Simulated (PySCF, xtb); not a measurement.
C₂H₃BN₂O, SMILES C1=NC=NB1O.

xtb 6.7.1 with GFN2-xTB at its own geometry gives an orbital gap of 1.39 eV and a dipole moment of 2.34 D.

Geometry: PBE0-D3(BJ)/def2-SVP. This is a generated structure with no PubChem entry under its InChIKey; it may be hypothetical. One conformer was computed; it need not be the lowest.

### Question
What does PBE/def2-TZVP run with PySCF give? (An estimate is asked for; the answer gives what the named calculation found.)

### Answer
gap 2.12 eV (levels -6.13 and -4.01 eV), dipole 1.46 D.
